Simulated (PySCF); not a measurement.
Spectroscopic constants of CdTe, closed-shell singlet (lowest of 2S+1 = 1, 3 at CCSD(T)/def2-TZVPP on PBE0 minima; our sources give no spin for the ground state, which may be another). No spin–orbit coupling.

Constants: fifth-degree fit in 1/R to seven points, most abundant isotopes. In def2 and cc sets the state is the lowest found near the PBE0 minimum, followed along R. The singlet is held restricted.

Rows in 3-21G carry no dispersion term and start afresh at each structure; the Pople sets are all-electron and without relativity.

Run with PySCF for 3-21G rows. Values without a source in brackets are computed.

Energies at HF/3-21G:

| R (Å) | E (hartree) |
|---|---|
| 2.366593 | -12022.50941016 |
| 2.430211 | -12022.51849260 |
| 2.488740 | -12022.52424165 |
| 2.554902 | -12022.52836736 |
| 2.621065 | -12022.53053126 |
| 2.697407 | -12022.53119993 |
| 2.786472 | -12022.53022194 |

**Question.** With a reduced mass of 60.6898 u, find the minimum, the force constant and the constants.

**Answer.** A fifth-degree polynomial in 1/R puts the minimum at r_e = 2.6908 Å with force constant 108 N/m. Then ω_e = (1/2πc)√(k/μ) = 174 cm⁻¹ and B_e = h/(8π²cμr_e²) = 0.03836 cm⁻¹; the cubic and quartic terms give α_e = 0.00016 and ω_e x_e = 0.70 cm⁻¹.
